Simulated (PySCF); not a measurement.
PySCF input (BP86/6-31G* (5d)):

```python
from pyscf import gto, dft

mol = gto.M(
    atom='''
    C     1.70161440   -0.25838259    0.02280429
    C     0.66537847    0.51635584    0.01308827
    Cl   -0.99344440   -0.10901309   -0.01506937
    H     1.99597846   -1.29178882    0.02006940
    H     0.69061921    1.59717185    0.02075454
    ''',
    basis='6-31g*',
    charge=0,
    spin=1,
    verbose=4,
)

mf = dft.UKS(mol, xc='bp86')
mf.grids.level = 3
mf.conv_tol = 1e-9
mf.max_cycle = 100
mf.max_memory = 1500
mf.kernel()
if not mf.converged:
    mf = mf.newton()
    mf.kernel(mf.make_rdm1())
mo, _, stable, _ = mf.stability(return_status=True)
if not stable:
    mf.kernel(mf.make_rdm1(mo, mf.mo_occ))
    stable = mf.stability(return_status=True)[2]
mf.dip_moment()
```

From the last part of the output:

```

cycle= 1 E= -537.497112594731  delta_E= 0.226  |g|= 0.177  |ddm|= 1.64
  alpha nocc = 16  HOMO = -0.18486701347429  LUMO = 0.00585609146030963
  beta  nocc = 15  HOMO = -0.194489272867211  LUMO = -0.114955219025251
  HOMO = -0.184867013474  LUMO = -0.114955219025  gap/eV = 1.90240
cycle= 2 E= -537.502634092103  delta_E= -0.00552  |g|= 0.16  |ddm|= 0.442
  alpha nocc = 16  HOMO = -0.224083687689904  LUMO = -0.0294829625250848
  beta  nocc = 15  HOMO = -0.236690048746868  LUMO = -0.148894153384796
  HOMO = -0.22408368769  LUMO = -0.148894153385  gap/eV = 2.04601
cycle= 3 E= -537.517621929746  delta_E= -0.015  |g|= 0.0235  |ddm|= 0.223
  alpha nocc = 16  HOMO = -0.222999454040525  LUMO = -0.0244807818920059
  beta  nocc = 15  HOMO = -0.23414029671915  LUMO = -0.143982138715812
  HOMO = -0.222999454041  LUMO = -0.143982138716  gap/eV = 2.15017
cycle= 4 E= -537.517734984898  delta_E= -0.000113  |g|= 0.021  |ddm|= 0.0459
  alpha nocc = 16  HOMO = -0.222555906065688  LUMO = -0.0251458287431459
  beta  nocc = 15  HOMO = -0.23412648813894  LUMO = -0.141948038025007
  HOMO = -0.222555906066  LUMO = -0.141948038025  gap/eV = 2.19345
cycle= 5 E= -537.517955991204  delta_E= -0.000221  |g|= 0.00733  |ddm|= 0.0245
  alpha nocc = 16  HOMO = -0.224017750300158  LUMO = -0.0256655944788586
  beta  nocc = 15  HOMO = -0.234214011157686  LUMO = -0.142455586916327
  HOMO = -0.2240177503  LUMO = -0.142455586916  gap/eV = 2.21942
cycle= 6 E= -537.517984255345  delta_E= -2.83e-05  |g|= 0.00403  |ddm|= 0.0125
  alpha nocc = 16  HOMO = -0.223761476963166  LUMO = -0.0252845158913595
  beta  nocc = 15  HOMO = -0.234238283133832  LUMO = -0.141837501028232
  HOMO = -0.223761476963  LUMO = -0.141837501028  gap/eV = 2.22926
cycle= 7 E= -537.517997296082  delta_E= -1.3e-05  |g|= 0.00124  |ddm|= 0.00673
  alpha nocc = 16  HOMO = -0.22389330060934  LUMO = -0.0252649729220287
  beta  nocc = 15  HOMO = -0.234142182257797  LUMO = -0.141753176887743
  HOMO = -0.223893300609  LUMO = -0.141753176888  gap/eV = 2.23515
cycle= 8 E= -537.517999506724  delta_E= -2.21e-06  |g|= 0.000386  |ddm|= 0.00314
  alpha nocc = 16  HOMO = -0.223890558403598  LUMO = -0.0252134348197601
  beta  nocc = 15  HOMO = -0.234118512398424  LUMO = -0.141720969046323
  HOMO = -0.223890558404  LUMO = -0.141720969046  gap/eV = 2.23595
cycle= 9 E= -537.517999790129  delta_E= -2.83e-07  |g|= 6.49e-05  |ddm|= 0.00132
  alpha nocc = 16  HOMO = -0.223893931845323  LUMO = -0.0252139446742912
  beta  nocc = 15  HOMO = -0.234120873643273  LUMO = -0.14172191706206
  HOMO = -0.223893931845  LUMO = -0.141721917062  gap/eV = 2.23601
cycle= 10 E= -537.51799979713  delta_E= -7e-09  |g|= 1.41e-05  |ddm|= 0.000235
  alpha nocc = 16  HOMO = -0.223894220746447  LUMO = -0.0252139301331979
  beta  nocc = 15  HOMO = -0.234120790825075  LUMO = -0.14172243562132
  HOMO = -0.223894220746  LUMO = -0.141722435621  gap/eV = 2.23601
cycle= 11 E= -537.517999797316  delta_E= -1.86e-10  |g|= 3.69e-06  |ddm|= 3.64e-05
  alpha nocc = 16  HOMO = -0.223894731799203  LUMO = -0.0252143904284048
  beta  nocc = 15  HOMO = -0.234120945778848  LUMO = -0.141722873724141
  HOMO = -0.223894731799  LUMO = -0.141722873724  gap/eV = 2.23601
Extra cycle  E= -537.517999797308  delta_E= 7.73e-12  |g|= 5.21e-06  |ddm|= 1.13e-05
converged SCF energy = -537.517999797308  <S^2> = 0.75814101  2S+1 = 2.0081245
uhf_internal: lowest eigs of H = [0.1496845  0.24904585 0.26807116]
<class 'pyscf.dft.uks.UKS'> wavefunction is stable in the internal stability analysis
Dipole moment(X, Y, Z, Debye):  1.12850,  0.08780,  0.01688
```
